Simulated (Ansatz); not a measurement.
C$_{6}$H$_{15}$B, triplet, at a GFN2-xTB geometry (a higher spin typed on purpose: for a closed-shell molecule this is an excited state), atoms displaced at random by about 0.03 Å a coordinate; R2SCAN/STO-3G, gradient run with Ansatz (a first-principles code).

Here is a job for Ansatz.
Ansatz 0.2 input:
```yaml
crystal:
  periodic: [false, false, false]
  atoms:
    - {symbol: B, position_ang: [-0.25847895, -0.50774729, 0.00221665]}
    - {symbol: C, position_ang: [1.11920814, 0.21867877, -0.73714296]}
    - {symbol: C, position_ang: [1.21199371, -0.37654814, -2.15162674]}
    - {symbol: H, position_ang: [1.95636725, -0.15643835, -0.16371689]}
    - {symbol: H, position_ang: [1.07700378, 1.27829667, -0.67918527]}
    - {symbol: H, position_ang: [0.35556004, 0.04453944, -2.72038092]}
    - {symbol: H, position_ang: [1.21171685, -1.44770095, -2.13102491]}
    - {symbol: H, position_ang: [2.17454493, 0.06301733, -2.59317665]}
    - {symbol: C, position_ang: [-1.55047958, 0.02159565, -0.59763462]}
    - {symbol: C, position_ang: [-1.79853185, 1.50252173, -0.55200161]}
    - {symbol: H, position_ang: [-2.38559989, -0.42213999, -0.00793588]}
    - {symbol: H, position_ang: [-1.79229215, -0.34820114, -1.59708909]}
    - {symbol: H, position_ang: [-1.21426338, 2.00902870, -1.28279336]}
    - {symbol: H, position_ang: [-1.73917346, 1.95436892, 0.41409058]}
    - {symbol: H, position_ang: [-2.80625576, 1.74221856, -0.96172316]}
    - {symbol: C, position_ang: [0.11093506, -0.11454624, 1.60073287]}
    - {symbol: C, position_ang: [1.01591075, -1.13596242, 2.38731753]}
    - {symbol: H, position_ang: [-0.83913239, -0.14858257, 2.10230646]}
    - {symbol: H, position_ang: [0.51944923, 0.88038256, 1.81442011]}
    - {symbol: H, position_ang: [2.01217498, -1.07871760, 1.97682787]}
    - {symbol: H, position_ang: [0.65028266, -2.12091152, 2.27469904]}
    - {symbol: H, position_ang: [1.09923110, -0.92466609, 3.37283119]}
basis:
  gaussian:
    orbitals: STO-3G
hamiltonian:
  xc: r2scan
magnetization: {spin_polarized: true, initial_magnetization: 2}
output: {forces: true}
```

What the program printed (banner, timings and long lists left out):

```
Functional definition: r2SCAN
708 factors; integrals over basis functions are off by at most 9.1e-5 eV
mean field evaluation 1: about -7048.8716 eV, gradient 6.5e0 eV
mean field evaluation 2: about -7048.9960 eV, gradient 6.0e0 eV
mean field evaluation 4: about -7049.2518 eV, gradient 9.4e-1 eV
mean field evaluation 8: about -7049.0664 eV, gradient 1.6e-2 eV
mean field evaluation 16: about -7049.0664 eV, gradient 2.7e-5 eV
mean field -7049.06638994 eV, -259.0484118015 hartree, gradient 2.7e-5 eV, S^2 2.003149; 1 other end points of the search recorded, 0 dependent functions left out
the calculation of the forces begins
reference -7049.06639917 eV, -259.0484121406 hartree; 29, 27 occupied and 21, 23 virtual orbitals, 708 factors
Total energy: -7049.06639917 eV, -259.0484121406 hartree
Atom 0 at    -0.258479    -0.507747     0.002217 Å, force     0.977784    -0.792982     1.628251 eV/Å
Atom 1 at     1.119208     0.218679    -0.737143 Å, force     0.822643    -2.044706     0.258121 eV/Å
Atom 2 at     1.211994    -0.376548    -2.151627 Å, force     0.050677     3.090399    -0.623683 eV/Å
Atom 3 at     1.956367    -0.156438    -0.163717 Å, force     0.741753     0.003314     0.648115 eV/Å
Atom 4 at     1.077004     1.278297    -0.679185 Å, force    -0.225881     1.799551    -0.132979 eV/Å
Atom 5 at     0.355560     0.044539    -2.720381 Å, force     0.425214    -0.646974    -0.226330 eV/Å
Atom 6 at     1.211717    -1.447701    -2.131025 Å, force     0.096526    -1.129376    -0.200010 eV/Å
Atom 7 at     2.174545     0.063017    -2.593177 Å, force    -1.107747    -0.909644     0.359414 eV/Å
Atom 8 at    -1.550480     0.021596    -0.597635 Å, force    -2.087167    -1.094731    -0.022437 eV/Å
Atom 9 at    -1.798532     1.502522    -0.552002 Å, force    -2.432928     1.065999    -1.852663 eV/Å
Atom 10 at    -2.385600    -0.422140    -0.007936 Å, force     0.280658    -0.210654     0.217569 eV/Å
Atom 11 at    -1.792292    -0.348201    -1.597089 Å, force     0.242082     0.013006    -0.566520 eV/Å
Atom 12 at    -1.214263     2.009029    -1.282793 Å, force     1.699442     0.908190    -0.462409 eV/Å
Atom 13 at    -1.739173     1.954369     0.414091 Å, force     0.476237     0.447891     1.120631 eV/Å
Atom 14 at    -2.806256     1.742219    -0.961723 Å, force    -0.026812    -0.353897     0.663988 eV/Å
Atom 15 at     0.110935    -0.114546     1.600733 Å, force     1.546109    -0.754765     0.437090 eV/Å
Atom 16 at     1.015911    -1.135962     2.387318 Å, force    -0.196944     0.929247    -4.841029 eV/Å
Atom 17 at    -0.839132    -0.148583     2.102306 Å, force    -1.648613     0.012876     0.140583 eV/Å
Atom 18 at     0.519449     0.880383     1.814420 Å, force     0.115635     0.410558    -0.398627 eV/Å
Atom 19 at     2.012175    -1.078718     1.976828 Å, force     0.834522    -0.240353    -0.327063 eV/Å
Atom 20 at     0.650283    -2.120912     2.274699 Å, force    -0.591833    -1.730987    -0.232787 eV/Å
Atom 21 at     1.099231    -0.924666     3.372831 Å, force     0.008642     1.228038     4.412773 eV/Å
Dipole moment:     0.261364     0.093247    -0.098170 e Å
```
